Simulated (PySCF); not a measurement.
## Shieldings and the share of exact exchange

Molecule: SMILES O=C(C)[SiH](N)N, C2H8N2OSi.

Cartesian coordinates in Å; atom numbers follow the order of the lines, from 1:
```xyz
14

C     2.122   -0.337    0.476
C     0.964    0.623    0.508
O     1.128    1.827    0.470
Si   -0.846   -0.071    0.602
N    -1.720    1.377    0.339
N    -1.116   -1.317   -0.561
H     1.974   -1.069   -0.334
H     2.142   -0.916    1.415
H     3.070    0.202    0.350
H    -1.030   -0.771    1.917
H    -1.174    2.232    0.411
H    -2.709    1.510    0.500
H    -1.282   -1.094   -1.535
H    -1.532   -2.201   -0.298
```

GIAO shieldings (ppm, equivalent atoms averaged) in PySCF 2.14 on the PBE0-D3(BJ)/def2-SVP geometry, basis pcSseg-1, gas phase, non-relativistic:

```csv
functional,exact exchange (%),σ(C1),σ(Si4),σ(N5/N6)
BLYP,0,138.9,388.4,233.7
BP86,0,142.8,395.1,235.8
PBE,0,143.3,395.6,236.4
PBE0,25,148.3,408.5,242.0
mPW1PW91,25,147.4,407.4,241.3
BHandHLYP,50,149.0,415.1,244.1
HF,100,158.1,445.9,251.6
```

Task: Fit each shielding as a line in the percentage of exact exchange.

Result: σ(C1) = 142.3 + 0.16 x (rms 1.7 ppm); σ(Si4) = 393.3 + 0.52 x (rms 2.8 ppm); σ(N5/N6) = 236.1 + 0.16 x (rms 1.3 ppm). The functionals also differ in their semilocal parts, which the line can't hold; Hartree–Fock has no correlation at all.

Task: What does the line predict for B3LYP (20 %), and what does the run give?

Result: σ(C1): 145.5 predicted, 143.3 computed; σ(Si4): 403.7 predicted, 398.8 computed; σ(N5/N6): 239.3 predicted, 238.4 computed ppm.
